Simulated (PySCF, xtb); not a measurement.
Sn(H)2(Me)(NH2) (CH7NSn), SMILES [CH3][SnH2][NH2].

GFN2-xTB in xtb 6.7.1 at its own geometry gives an orbital gap of 5.08 eV and a dipole moment of 2.63 D.

Coordinates come from a PBE-D3(BJ)/def2-SVP optimisation. The def2 effective core potentials stand for the cores of Sn; spin–orbit coupling is left out. Other conformers were not sampled.

### Question
What does PySCF with PBE0/def2-TZVPD give? (The exact figures need the calculation; the answer reports its results.)

### Answer
gap 6.84 eV (levels -7.12 and -0.28 eV), dipole 1.88 D.
